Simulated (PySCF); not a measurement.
**How methods differ on the ionisation energy of Cu⁺**

Cu⁺ [Ar] 3d10 (1S) → Cu²⁺ [Ar] 3d9 (2D), as a difference of total energies. Calculation: PySCF 2.14, in aug-cc-pVTZ-DK; the spin-free X2C one-electron Hamiltonian (Gaussian nucleus). Correlated levels: valence: [Ar] frozen. The calculations carry no spin-orbit coupling.

Problem. Order these methods by the ionisation energy they give, lowest first.
A. SCS-MP2 (valence)
B. CCSD(T) (valence)
C. CCSD (valence)
D. MP2 (valence)

Solution. C (19.803 eV), B (20.050 eV), A (20.411 eV), D (20.853 eV).

The reference lies between the lowest fine-structure levels, while these numbers refer to the centres of the terms.

Errors of the correlated levels include the incompleteness of this basis and the frozen core.

For comparison: 20.292 eV (measured; NIST Atomic Spectra Database, ionization energies).
